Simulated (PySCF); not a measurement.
[Gd(H2O)4]3+ relaxed at several levels

Computed with PySCF 2.14.0, def2-SVP on the ligands, density fitting, scalar-relativistic core potentials, no spin-orbit coupling, vacuum. Each row is relaxed at its own level from the same template. Distances are means of the shortest metal–ligand contacts, charges and spins Mulliken's; removal energies are rigid, with the ligand's formal charge and no counterpoise, so too large; for an anion taken off a cation in vacuum most of it is the attraction of opposite charges, and multiply charged cations can part far more cheaply with an electron moved from ligand to metal. lcecp potentials hold a fixed number of 4f electrons in the core, out of states, spins and gaps.

```tsv
level	basis on the metal	point group	M–H2O (Å)	charge on M (e)	removal of one H2O (eV)	strongest infrared band, degenerate modes summed (cm⁻¹)	unstable modes (below −25 cm⁻¹)
B3LYP	lcecp-1-SVP with ECP53	S4	2.318	1.73	3.39	3610	0 (lowest -20 cm⁻¹, within noise)
PBE0	lcecp-1-SVP with ECP53	S4	2.307	1.77	3.37	–	not given
```

Question: What does the calculation give for BP86, lcecp-1-SVP with ECP53?

Answer: point group: S4, M–H2O (Å): 2.313, charge on M (e): 1.62, removal of one H2O (eV): 3.35, strongest infrared band, degenerate modes summed (cm⁻¹): 3468, unstable modes (below −25 cm⁻¹): 0.
```xyz
13

Gd    0.0000    0.0000    0.0000
O     1.3859    1.2752    1.3422
H     1.3236    1.4371    2.3229
H     2.1972    1.7893    1.0790
O    -1.3858   -1.3422    1.2753
H    -2.1974   -1.0790    1.7892
H    -1.3235   -2.3229    1.4373
O     1.3859   -1.2752   -1.3422
H     2.1972   -1.7893   -1.0790
H     1.3236   -1.4371   -2.3229
O    -1.3858    1.3422   -1.2753
H    -1.3235    2.3229   -1.4373
H    -2.1974    1.0790   -1.7892
```

Members with unstable modes aren't minima as they stand: saddle points kept by symmetry or, where the modes are soft, flat surfaces and noise. Moved off a saddle point of the template and relaxed again: B3LYP, BP86, PBE0. One start shape was tried for each, so a minimum needn't be the lowest isomer.
